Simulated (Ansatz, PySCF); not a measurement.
Gas-phase reaction (SMILES): C[Si](F)(Cl)N[SiH3] + N (NH3) + 3 [SiH4] (SiH4) → C[SiH3] [methylsilane] + F[SiH3] [fluorosilane] + 2 N[SiH3] + [SiH3]Cl [chlorosilane]; bond separation energy.

Structures are relaxed separately at B3LYP-D3(BJ)/def2-TZVP in Ansatz (a first-principles code), one conformer each, not searched for the lowest. Cores are frozen in the correlated levels unless marked. No spin-orbit coupling. Non-relativistic. CBS marks a two-point X^-3 extrapolation of the correlation energy; Hartree-Fock from the larger set. [CCSD(T)-MP2]/basis is that difference in the basis named. Thermal terms are rigid-rotor harmonic-oscillator values from B3LYP-D3(BJ) frequencies (Ansatz or PySCF) at 298.15 K and 1 atm. 1 Eh = 627.5095 kcal/mol.

```
species              E, RI-MP2/CBS(cc-pV(T+d)Z,cc-pV(Q+d)Z)+[CCSD(T)-MP2]/cc-pV(T+d)Z (Ansatz) (Eh)  E, wB97X-V/def2-TZVPD (Ansatz) (Eh)  H - E (Eh)
-------------------  ------------------------------------------------------------------------------  -----------------------------------  ----------
C[Si](F)(Cl)N[SiH3]                                                                     -1234.88653                          -1236.19751     0.09444
C[SiH3]                                                                                  -330.73641                           -331.17157     0.06602
F[SiH3]                                                                                  -390.71877                           -391.16286     0.03157
N (NH3)                                                                                   -56.50668                            -56.56167     0.03799
N[SiH3]                                                                                  -346.80066                           -347.23627     0.05540
[SiH3]Cl                                                                                 -750.69114                           -751.44342     0.03058
[SiH4] (SiH4)                                                                            -291.46100                           -291.83995     0.03520
```

### Question
Work out ΔE and ΔH at 298.15 K at the first level, then ΔH at the second.

### Answer

1. ΔE = [(-330.73641) + (-390.71877) + 2×(-346.80066) + (-750.69114)] - [(-1234.88653) + (-56.50668) + 3×(-291.46100)] = 0.02857 Eh = 17.9 kcal/mol at RI-MP2/CBS(cc-pV(T+d)Z,cc-pV(Q+d)Z)+[CCSD(T)-MP2]/cc-pV(T+d)Z.
2. The terms H - E add up to 0.00094 Eh, so ΔH = (0.02857 + (0.00094))×627.5095 = 18.5 kcal/mol.
3. At wB97X-V/def2-TZVPD the same steps give ΔE = 18.0 and ΔH = 18.6 kcal/mol, a shift of +0.1 from the first level.
4. These values are not checked against measurement here, since the tables used lack a sound gas-phase enthalpy of formation for at least one species.
